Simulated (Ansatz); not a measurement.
`[CH3][GeH2][SeH]` → `[CH3][GeH][SeH]`• + H• at 500 K and 1 bar (homolysis of the Ge–H bond).

Computed with Ansatz on PBE0-D4/def2-TZVP structures; ΔE is electronic, products minus reactants. CCSD(T)/CBS is the MP2 limit (def2-TZVPP, def2-QZVPP) plus CCSD(T) − MP2 in def2-TZVPP, frozen cores. This one scheme is used for every species, atoms too. Open shells (•) are unrestricted, without spin–orbit coupling. For Ge, Se outer-core shells are correlated without core-valence functions, so the limit isn't a true one: a few kJ/mol of doubt a bond, and 10 to 20 or more in all where bonds break to atoms. Scalar relativity is left out up to krypton. Each species was taken in one conformer, which may not be the lowest.

```json
{"species": "`[CH3][GeH2][SeH]`", "CCSD(T)/CBS energy (Eh)": "-4518.50643", "H − E (kJ/mol)": "200.1", "S (J/(mol·K))": "396.6"}
{"species": "`[CH3][GeH][SeH]`•", "CCSD(T)/CBS energy (Eh)": "-4517.86533", "H − E (kJ/mol)": "174.7", "S (J/(mol·K))": "393.8"}
{"species": "H•", "CCSD(T)/CBS energy (Eh)": "-0.50000", "H − E (kJ/mol)": "10.4", "S (J/(mol·K))": "125.5"}
```

H − E and S are ideal-gas, rigid-rotor, harmonic terms from PBE0-D4/def2-TZVP, for one conformer and one mirror image of each species, with the whole ground term of open shells counted as degenerate. 1 Eh = 2625.50 kJ/mol, R = 8.31446 J/(mol·K).

**Question.** By hand: ΔE, ΔH, ΔS and ΔG.

**Answer.** ΔE = (-4517.86533) + (-0.50000) − (-4518.50643) = 0.14110 Eh = 370.5 kJ/mol. Δ(H − E) = 174.7 + 10.4 − 200.1 = -15.0, so ΔH = 355.5 kJ/mol. ΔS = 393.8 + 125.5 − 396.6 = 122.7 J/(mol·K). ΔG = 355.5 − 500 × (122.7)/1000 = 294.1 kJ/mol.

**Question.** By hand: the equilibrium constant, and the temperature at which ΔG would vanish if ΔH and ΔS stayed fixed.

**Answer.** log₁₀ K = −ΔG/(RT ln 10) = -30.7. ΔG = 0 at ΔH/ΔS = 2897 K, far beyond where these terms or the molecules hold.

The number of gas molecules changes by +1, which sets the sign of ΔS. A doubt of 5 kJ/mol in ΔE shifts log₁₀ K by 0.5 here. Other conformers and mirror images would add mixing entropy, several J/(mol·K) or more a flexible species. These are equilibria of isolated gas molecules and say nothing of rates. Largest T1 diagnostic: 0.012 (customary marks: 0.02 for closed shells, 0.045 for open ones).
